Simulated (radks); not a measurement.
Valence configurations of Au3+ (all share [Xe]). All-electron calculation, Dirac Kohn-Sham, PBE, spin-unpolarised, spherical densities, finite nucleus; open shells are shared between the two j in proportion to 2j + 1; Fermi nuclear charge, rms radius 5.4371 fm. Program: a radial shooting solver on a logarithmic mesh with Libxc functionals. Energies are relative to 4f14 5d8; eigenvalues in eV.

4f14 5d8: E (eV) 0.000; e(4f5/2) -119.59; e(4f7/2) -115.77; e(5d3/2) -41.720; e(5d5/2) -39.870
4f14 5d7.5 6s0.5: E (eV) 3.857; e(4f5/2) -121.71; e(4f7/2) -117.89; e(5d3/2) -43.209; e(5d5/2) -41.315
4f14 5d7 6s1: E (eV) 8.065; e(4f5/2) -123.87; e(4f7/2) -120.05; e(5d3/2) -44.715; e(5d5/2) -42.777
4f14 5d7 6p1: E (eV) 18.022; e(4f5/2) -125.43; e(4f7/2) -121.61; e(5d3/2) -46.094; e(5d5/2) -44.136; e(6p1/2) -27.230
4f14 5d6.5 6p1.5: E (eV) 27.953; e(4f5/2) -128.39; e(4f7/2) -124.57; e(5d3/2) -48.275; e(5d5/2) -46.262; e(6p1/2) -28.221
4f13.5 5d7.5 6s0.5 6p0.5: E (eV) 53.413; e(4f5/2) -130.75; e(4f7/2) -126.87; e(5d3/2) -46.406; e(5d5/2) -44.384; e(6p1/2) -27.007
4f13 5d9: E (eV) 81.916; e(4f5/2) -131.72; e(4f7/2) -127.78; e(5d3/2) -43.568; e(5d5/2) -41.571
4f13 5d8 6s1: E (eV) 91.329; e(4f5/2) -136.14; e(4f7/2) -132.20; e(5d3/2) -46.691; e(5d5/2) -44.604
4f13 5d8 6s0.5 6p0.5: E (eV) 96.380; e(4f5/2) -136.93; e(4f7/2) -132.99; e(5d3/2) -47.397; e(5d5/2) -45.300; e(6p1/2) -27.177
4f13 5d8 6p1: E (eV) 101.47; e(4f5/2) -137.71; e(4f7/2) -133.77; e(5d3/2) -48.094; e(5d5/2) -45.987; e(6p1/2) -27.582

NIST lists [Xe] 4f14 5d8 as the ground configuration; this level of theory agrees among the configurations tried. The energies are those of spherical spin-averaged densities, not of single terms.
